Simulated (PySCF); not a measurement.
Basis-set dependence of population analyses: `C=N[SiH](P)P`

CH7NP2Si.
Z-matrix (Å and degrees, PBE0-D3(BJ)/def2-SVP geometry), rows numbered from 1:
```
C 
N   1  1.2621
Si  2  1.7561  1  125.93
P   3  2.2791  2  112.14  1    -7.01
P   3  2.2590  2  110.25  1   111.70
H   1  1.1123  2  124.48  3     1.51
H   1  1.1061  2  120.40  3  -178.32
H   3  1.4908  2  106.77  1  -131.35
H   4  1.4292  3   93.93  2   -83.55
H   4  1.4282  3   92.18  2  -177.53
H   5  1.4286  3   92.81  2    36.71
H   5  1.4295  3   92.69  2   -57.10
```

PBE0 throughout (PySCF), one geometry, spherical d and f functions. One conformer (not necessarily the lowest) at the PBE0-D3(BJ)/def2-SVP geometry, without solvent, vibrations or thermal averaging. Atoms taken as equivalent share a column and are averaged. The first 7 of 8 kinds of atom are listed.

Mulliken charges (e):

```json
{"basis": "pcSseg-0", "functions": "71", "C1": "-0.107", "N2": "-0.773", "Si3": "+0.687", "P4/P5": "-0.368", "H6": "+0.223", "H7": "+0.233", "H8": "+0.007"}
{"basis": "cc-pVDZ", "functions": "117", "C1": "+0.059", "N2": "-0.295", "Si3": "+0.278", "P4/P5": "-0.155", "H6": "+0.045", "H7": "+0.056", "H8": "-0.022"}
{"basis": "aug-cc-pVDZ", "functions": "190", "C1": "+0.619", "N2": "-0.500", "Si3": "+0.349", "P4/P5": "-1.040", "H6": "-0.186", "H7": "-0.285", "H8": "+0.358"}
{"basis": "cc-pVTZ", "functions": "260", "C1": "-0.059", "N2": "-0.234", "Si3": "+0.285", "P4/P5": "-0.176", "H6": "+0.074", "H7": "+0.111", "H8": "-0.028"}
{"basis": "IGLO-III", "functions": "272", "C1": "+0.015", "N2": "-0.517", "Si3": "+0.748", "P4/P5": "-0.077", "H6": "+0.059", "H7": "+0.120", "H8": "-0.148"}
```

IAO charges (e):

| basis | functions | C1 | N2 | Si3 | P4/P5 | H6 | H7 | H8 |
| --- | --- | --- | --- | --- | --- | --- | --- | --- |
| pcSseg-0 | 71 | -0.090 | -0.465 | +0.537 | -0.170 | +0.112 | +0.147 | -0.062 |
| cc-pVDZ | 117 | -0.076 | -0.497 | +0.659 | -0.128 | +0.104 | +0.140 | -0.108 |
| aug-cc-pVDZ | 190 | -0.080 | -0.509 | +0.668 | -0.136 | +0.107 | +0.145 | -0.106 |
| cc-pVTZ | 260 | -0.079 | -0.515 | +0.689 | -0.132 | +0.107 | +0.144 | -0.114 |
| IGLO-III | 272 | -0.080 | -0.521 | +0.692 | -0.123 | +0.107 | +0.145 | -0.116 |

Some averages cover members that differ in this geometry, most widely: P4/P5, Mulliken in aug-cc-pVDZ -1.062 to -1.018; P4/P5, IAO in pcSseg-0 -0.189 to -0.150; P4/P5, IAO in aug-cc-pVDZ -0.156 to -0.117; P4/P5, Mulliken in cc-pVDZ -0.174 to -0.135 e.

Which scheme is steadiest as the basis changes?

Largest range over the bases for any column: IAO 0.15 e, Mulliken 0.96 e. IAO charges move least and Mulliken charges most, counted in e.

How much do the charges still move between the two largest bases, cc-pVTZ and IGLO-III?

At most, over all atoms: Mulliken 0.463 e, IAO 0.009 e.

What do the same runs give for the total energy, the frontier levels and the dipole moment?

| basis | energy (Eh) | HOMO (eV) | LUMO (eV) | μ (D) |
| --- | --- | --- | --- | --- |
| pcSseg-0 | -1067.3658 | -6.99 | -1.15 | 1.70 |
| cc-pVDZ | -1068.7700 | -6.89 | -0.92 | 1.24 |
| aug-cc-pVDZ | -1068.7826 | -7.04 | -1.22 | 1.28 |
| cc-pVTZ | -1068.8437 | -7.02 | -1.11 | 1.28 |
| IGLO-III | -1068.8371 | -7.04 | -1.18 | 1.25 |

The dipole is fixed by the density alone, so its range of 0.46 D shows that the density itself changes with the basis, not only its division among atoms.
